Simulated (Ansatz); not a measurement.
Born–Oppenheimer molecular dynamics of AlCl2FGeH4O2 (11 atoms, charge 0, multiplicity 1). It starts at the highest image of a converged band, a first-order saddle point between two minima.

Level of theory: RKS PBE/def2-SVP in Ansatz 0.2.0.

| Property | Result |
| --- | --- |
| ensemble | NVE (velocity Verlet) |
| time step | 0.5 fs |
| steps asked | 200 |
| starting velocities drawn for | 300 K |
| seed | 10626 |

First frame:

```xyz
11
Properties=species:S:1:pos:R:3
Ge -0.363 0.079 -0.238
F 0.073 0.442 1.812
O 1.101 -0.900 -0.400
H 1.649 -0.751 0.399
Cl -0.246 2.131 -0.845
Cl -1.526 -0.899 -2.001
O -1.761 -0.393 0.827
Al -3.081 -1.249 -0.134
H -3.121 -2.821 0.120
H -4.344 -0.332 -0.444
H -0.959 0.004 1.740
```

Question: How far do the bonds stretch over the last three quarters of this one trajectory? (Pairs bonded in most of those frames.)

Answer: 
```csv
bond,mean (Å),spread (Å),shortest,longest
Ge1–F2,1.773,0.075,1.67,1.89
Ge1–O3,1.784,0.015,1.76,1.81
Ge1–Cl5,2.160,0.007,2.15,2.17
Ge1–Cl6,2.524,0.070,2.46,2.71
Ge1–O7,1.937,0.053,1.85,1.99
O3–H4,0.982,0.012,0.96,1.00
Cl6–Al8,2.297,0.145,2.12,2.52
O7–Al8,2.033,0.172,1.78,2.26
O7–H11,0.981,0.004,0.97,0.99
Al8–H9,1.606,0.069,1.50,1.70
Al8–H10,1.596,0.030,1.55,1.64
```

Mean temperature of the second half: 441 K. The conserved energy stayed within 0.083 meV per atom of its start (net change 0.044 meV per atom), so the integration is sound. The kinetic energy rose, since the run started high on the potential surface and went downhill. A run of 0.1 ps of so small a system gives no equilibrium averages. The orbitals stay closed-shell, which can raise the energy where a bond breaks towards radicals; this wasn't checked here.

Run time: 7.6 min on 4 threads of Arm Neoverse V1 (shared host), peak memory 0.26 GiB.
